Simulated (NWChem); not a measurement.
The numbers come from NWChem runs, not from measurements. System: hydrogen sulfate (HO$_{4}$S (-1)), charge -1, spin multiplicity 1, at a geometry optimised with PBE0/def2-SVP. Level: RHF/def2-SVPD.

Job file:

```
start mol
memory heap 200 mb stack 900 mb global 1100 mb
charge -1
geometry units angstroms nocenter noautoz noautosym
  O      1.413020    -0.278211    -0.543848
  S     -0.148682     0.027406     0.025362
  O      0.075912     0.001064     1.488161
  O     -0.944511    -1.084704    -0.504935
  O     -0.484820     1.344992    -0.525989
  H      1.902110    -0.303609     0.287092
end
basis spherical
  * library def2-svpd
end
scf
  rhf
  nopen 0
  maxiter 100
  thresh 1e-7
  semidirect memsize 60000000 filesize 0
end
task scf energy
```

Part of the output:

```
             Northwest Computational Chemistry Package (NWChem) 7.3.0
             --------------------------------------------------------

                                NWChem Input Module
                                -------------------

 Scaling coordinates for geometry "geometry" by  1.889725989
 (inverse scale =  0.529177249)

                             Geometry "geometry" -> ""
                             -------------------------

 Output coordinates in angstroms (scale by  1.889725989 to convert to a.u.)

  No.       Tag          Charge          X              Y              Z
 ---- ---------------- ---------- -------------- -------------- --------------
    1 O                    8.0000     1.41302000    -0.27821100    -0.54384800
    2 S                   16.0000    -0.14868200     0.02740600     0.02536200
    3 O                    8.0000     0.07591200     0.00106400     1.48816100
    4 O                    8.0000    -0.94451100    -1.08470400    -0.50493500
    5 O                    8.0000    -0.48482000     1.34499200    -0.52598900
    6 H                    1.0000     1.90211000    -0.30360900     0.28709200

 Effective nuclear repulsion energy (a.u.)     273.2389325731

            Nuclear Dipole moment (a.u.)
            ----------------------------
        X                 Y               Z
 ---------------- ---------------- ----------------
     0.0000113384     0.0000283459    -0.0000075589


 Summary of "ao basis" -> "" (spherical)
 ------------------------------------------------------------------------------
       Tag                 Description            Shells   Functions and Types
 ---------------- ------------------------------  ------  ---------------------
 *                         def2-svpd                  on all atoms

 Summary of "ao basis" -> "ao basis" (spherical)
 ------------------------------------------------------------------------------
       Tag                 Description            Shells   Functions and Types
 ---------------- ------------------------------  ------  ---------------------
 O                         def2-svpd                 9       23   4s3p2d
 S                         def2-svpd                11       27   5s4p2d
 H                         def2-svpd                 4        8   2s2p

                                 NWChem SCF Module
                                 -----------------

  ao basis        = "ao basis"
  functions       =   127
  atoms           =     6
  closed shells   =    25
  open shells     =     0
  charge          =  -1.00
  wavefunction    = RHF
  use symmetry    = F
  symmetry adapt  = F

 Summary of "ao basis" -> "ao basis" (spherical)
 ------------------------------------------------------------------------------
       Tag                 Description            Shells   Functions and Types
 ---------------- ------------------------------  ------  ---------------------
 O                         def2-svpd                 9       23   4s3p2d
 S                         def2-svpd                11       27   5s4p2d
 H                         def2-svpd                 4        8   2s2p

 Forming initial guess at       0.0s

      Superposition of Atomic Density Guess
      -------------------------------------

 Sum of atomic energies:        -696.62809861

 Renormalizing density from      49.00 to     50

      Non-variational initial energy
      ------------------------------

 Total energy =    -707.149320
 1-e energy   =   -1536.549673
 2-e energy   =     556.161420
 HOMO         =      -0.086217
 LUMO         =       0.214032

 Starting SCF solution at       1.2s

 ----------------------------------------------
         Quadratically convergent ROHF

 Convergence threshold     :          1.000E-07
 Maximum no. of iterations :          100
 Final Fock-matrix accuracy:          1.000E-09
 ----------------------------------------------

              iter       energy          gnorm     gmax       time
             ----- ------------------- --------- --------- --------
                 1     -696.8827126844  2.54D+00  4.95D-01      1.3
                 2     -697.1932317760  4.27D-01  5.69D-02      1.6
                 3     -697.2063525006  3.99D-02  9.22D-03      2.1
                 4     -697.2065237207  1.29D-03  2.08D-04      2.7
                 5     -697.2065239318  1.56D-06  2.65D-07      3.8
                 6     -697.2065239318  6.38D-09  1.16D-09      4.7

       Final RHF  results
       ------------------

         Total SCF energy =   -697.206523931787
      One-electron energy =  -1516.221917201926
      Two-electron energy =    545.776460697073
 Nuclear repulsion energy =    273.238932573065

        Time for solution =      3.6s

             Final eigenvalues
             -----------------

              1
    1  -92.0379
    2  -20.4290
    3  -20.3635
    4  -20.3595
    5  -20.3593
    6   -9.0245
    7   -6.7168
    8   -6.7161
    9   -6.7159
   10   -1.3084
   11   -1.1690
   12   -1.1292
   13   -1.1284
   14   -0.6530
   15   -0.5458
   16   -0.5037
   17   -0.4870
   18   -0.4571
   19   -0.3866
   20   -0.3438
   21   -0.3427
   22   -0.3226
   23   -0.2955
   24   -0.2819
   25   -0.2576
   26    0.2075
   27    0.2313
   28    0.2351
   29    0.2355
   30    0.3013
   31    0.3145
   32    0.3280
   33    0.3296
   34    0.3368
   35    0.3851

                       ROHF Final Molecular Orbital Analysis
                       -------------------------------------

 Vector   23  Occ=2.000000D+00  E=-2.954637D-01
              MO Center= -3.9D-02, -3.8D-02,  6.9D-01, r^2= 2.3D+00
   Bfn.  Coefficient  Atom+Function         Bfn.  Coefficient  Atom+Function
  ----- ------------  ---------------      ----- ------------  ---------------
    55      0.486127  3 O  px                58      0.390917  3 O  px
    80      0.223956  4 O  pz               103      0.204460  5 O  pz
    83      0.175179  4 O  pz                 7     -0.170585  1 O  pz
   106      0.160647  5 O  pz

 Vector   24  Occ=2.000000D+00  E=-2.818574D-01
              MO Center= -2.8D-01,  1.0D-01, -4.1D-01, r^2= 2.6D+00
   Bfn.  Coefficient  Atom+Function         Bfn.  Coefficient  Atom+Function
  ----- ------------  ---------------      ----- ------------  ---------------
   101      0.360262  5 O  px               104      0.295806  5 O  px
    78     -0.287591  4 O  px                 6     -0.273519  1 O  py
    81     -0.243430  4 O  px                 9     -0.215480  1 O  py
    79      0.213597  4 O  py               103     -0.163087  5 O  pz
    82      0.156681  4 O  py

 Vector   25  Occ=2.000000D+00  E=-2.576397D-01
              MO Center= -4.5D-01,  9.2D-02,  1.1D-01, r^2= 2.7D+00
   Bfn.  Coefficient  Atom+Function         Bfn.  Coefficient  Atom+Function
  ----- ------------  ---------------      ----- ------------  ---------------
    56      0.357451  3 O  py                80      0.304883  4 O  pz
   103     -0.303416  5 O  pz                59      0.294941  3 O  py
    83      0.250313  4 O  pz               106     -0.249017  5 O  pz
    79     -0.213036  4 O  py                82     -0.173380  4 O  py
   102     -0.174159  5 O  py               101     -0.154439  5 O  px

 Vector   26  Occ=0.000000D+00  E= 2.075176D-01
              MO Center=  2.0D+00, -2.9D-01,  5.7D-01, r^2= 1.0D+01
   Bfn.  Coefficient  Atom+Function         Bfn.  Coefficient  Atom+Function
  ----- ------------  ---------------      ----- ------------  ---------------
    28      5.487351  2 S  s                  4     -3.259262  1 O  s
    54     -2.609547  3 O  s                 27      2.233548  2 S  s
    38      1.810794  2 S  px               100     -1.076650  5 O  s
    11      0.970639  1 O  px                77     -0.946255  4 O  s
   121      0.618727  6 H  s                 63      0.553037  3 O  pz

 Vector   27  Occ=0.000000D+00  E= 2.313363D-01
              MO Center= -2.1D+00,  3.8D-01,  3.6D-01, r^2= 1.1D+01
   Bfn.  Coefficient  Atom+Function         Bfn.  Coefficient  Atom+Function
  ----- ------------  ---------------      ----- ------------  ---------------
    38     -2.945840  2 S  px                28      2.726309  2 S  s
    77     -2.124537  4 O  s                100     -2.037856  5 O  s
    27      1.661029  2 S  s                  4      1.605709  1 O  s
    54     -0.900407  3 O  s                 85     -0.694824  4 O  py
    61      0.563102  3 O  px               108      0.540104  5 O  py

 Vector   28  Occ=0.000000D+00  E= 2.350961D-01
              MO Center= -2.9D-02, -4.6D-02, -5.6D-01, r^2= 1.6D+01
   Bfn.  Coefficient  Atom+Function         Bfn.  Coefficient  Atom+Function
  ----- ------------  ---------------      ----- ------------  ---------------
    40      3.675666  2 S  pz                54     -2.254030  3 O  s
    77      1.429198  4 O  s                100      1.078367  5 O  s
    28     -0.955262  2 S  s                  4      0.836464  1 O  s
    37      0.679611  2 S  pz               109     -0.655940  5 O  pz
    11     -0.634932  1 O  px                86     -0.612860  4 O  pz

 center of mass
 --------------
 x =  -0.03670648 y =   0.00585833 z =  -0.00555696

 moments of inertia (a.u.)
 ------------------
         349.492216207602           3.699514999626          -5.880503627856
           3.699514999626         368.293974804785           0.622913038583
          -5.880503627856           0.622913038583         369.538917907009

  Mulliken analysis of the total density
  --------------------------------------

    Atom       Charge   Shell Charges
 -----------   ------   -------------------------------------------------------
    1 O    8     8.82   1.99  1.07  0.73  0.10  2.81  1.92  0.19  0.01  0.00
    2 S   16    13.44   2.00  1.99  1.15 -0.45 -0.07  5.94  1.52  0.77 -0.11  0.83 -0.12
    3 O    8     9.05   1.99  1.07  0.81  0.08  2.80  2.01  0.26  0.02  0.00
    4 O    8     9.02   1.99  1.08  0.81  0.09  2.80  1.99  0.25  0.02 -0.00
    5 O    8     9.01   1.99  1.08  0.81  0.09  2.80  1.99  0.25  0.02 -0.00
    6 H    1     0.65   0.68 -0.07  0.07 -0.02

       Multipole analysis of the density wrt the origin
       ------------------------------------------------

     L   x y z        total         open         nuclear
     -   - - -        -----         ----         -------
     0   0 0 0     -1.000000      0.000000     49.000000

     1   1 0 0      0.988329      0.000000      0.000011
     1   0 1 0     -0.151614      0.000000      0.000028
     1   0 0 1      0.218617      0.000000     -0.000008

     2   2 0 0    -28.647429      0.000000    103.589579
     2   1 1 0     -0.845834      0.000000     -2.883645
     2   1 0 1      0.557522      0.000000      3.918062
     2   0 2 0    -33.958353      0.000000     87.877128
     2   0 1 1     -0.071696      0.000000     -0.467478
     2   0 0 2    -33.654865      0.000000     87.237010

 Task  times  cpu:        4.7s     wall:        4.7s

 Total times  cpu:        4.8s     wall:        4.8s
```
